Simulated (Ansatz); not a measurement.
Fe₂S⁺, relaxed as a doublet with UKS r2SCAN-D4/def2-TZVP in Ansatz, starting from packed atoms. Force threshold 0.02 eV/Å.

The charge 1 doublet is spin-contaminated (final ⟨S²⟩ up to 3.82, 0.75 for a pure state). The structure comes from a short search, and lower isomers may exist.

Start:

Cartesian coordinates in Å:
```
Fe 0.210 -1.731 -0.605
Fe 0.549 1.667 -0.446
S -0.759 0.065 1.051
```

Q: Estimate the energy that the relaxation releases and the steps that it takes.

A: 174.2 kJ/mol, in 6 steps; 47 s on 4 threads of Arm Neoverse V2 on a shared host. No frequencies were taken in this run, so the end may be a saddle point.

Q: Does the start keep its bonding and symmetry?

A: By distances, no bond broke or formed, bridged metal pairs apart. The bond that changes most is Fe1–S3, from 2.63 to 2.12 Å (atoms count from 1). Metal–metal contacts that move far: Fe1–Fe2 3.42 to 2.59 Å. The end is the same structure that another start reached. Point group Cs at the start, C2v at the end, both within 0.05 Å.

Q: Predict the relaxed structure.

A: 
Cartesian coordinates in Å:
```
Fe 0.1945 -1.3022 -0.5051
Fe 0.4637 1.2696 -0.4022
S -0.6582 0.0326 0.9073
```
Bond lengths (bridged metal pairs left out): 2 × Fe–S 2.12 Å.
